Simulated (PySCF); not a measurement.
# [Cu(NH3)6]2+: axial bond length scan

The complex [Cu(NH3)6]2+ (charge +2) contains Cu(II), shell d9. The structure is a model geometry with rigid ligands and bond lengths from ionic radii, not a minimum; coordination octahedral, point group S6, metal–donor distances 2.16 Å.

```
25

Cu    0.000    0.000    0.000
N     0.000    0.000    2.160
H     0.942    0.000    2.550
H    -0.471    0.816    2.550
H    -0.471   -0.816    2.550
N     0.000    0.000   -2.160
H    -0.942    0.000   -2.550
H     0.471    0.816   -2.550
H     0.471   -0.816   -2.550
N     2.160    0.000    0.000
H     2.550    0.942    0.000
H     2.550   -0.471    0.816
H     2.550   -0.471   -0.816
N    -2.160    0.000    0.000
H    -2.550   -0.942    0.000
H    -2.550    0.471    0.816
H    -2.550    0.471   -0.816
N     0.000    2.160    0.000
H     0.000    2.550    0.942
H     0.816    2.550   -0.471
H    -0.816    2.550   -0.471
N     0.000   -2.160    0.000
H     0.000   -2.550   -0.942
H     0.816   -2.550    0.471
H    -0.816   -2.550    0.471
```

Method (PySCF 2.14, density fitting): CASSCF(9,5) with orbitals averaged over all microstates of the shell, strongly contracted NEVPT2 on the averaged canonical orbitals; basis x2c-TZVPall on the metal, x2c-SVPall elsewhere; spin-free X2C; gas phase; spin-orbit coupling by state interaction with the mean-field operator over all roots.

The two bonds along z are scaled, the others stay.

| axial bond length | group | ground | next state (NEVPT2) / cm⁻¹ | orbital energies above the lowest (NEVPT2 fit) / cm⁻¹ | μeff(300 K) / μB |
| --- | --- | --- | --- | --- | --- |
| 2.052 Å | Ci | 2Ag (from 2Eg) | 2Ag (from 2Eg) 2721 | 0 204 232 10422 13142 | 1.97 |
| 2.160 Å | S6 | 2Eg | 2Eg (from 2T2g) 10438 | 0 55 55 10493 10493 | 2.02 |
| 2.268 Å | Ci | 2Ag (from 2Eg) | 2Ag (from 2Eg) 2309 | 0 42 237 8459 10768 | 2.02 |
| 2.376 Å | Ci | 2Ag (from 2Eg) | 2Ag (from 2Eg) 4242 | 0 42 447 6830 11072 | 2.01 |
| 2.592 Å | Ci | 2Ag (from 2Eg) | 2Ag (from 2Eg) 7178 | 0 41 840 4497 11675 | 2.00 |

At 2.160 Å the ground state is orbitally degenerate, so the regular structure would distort there (Jahn–Teller).

NEVPT2 lifts 2Eg (from 2T2g) from 7196 to 10438 cm⁻¹; on the d shell alone it tends to overshoot states that fill the eg-type orbitals.
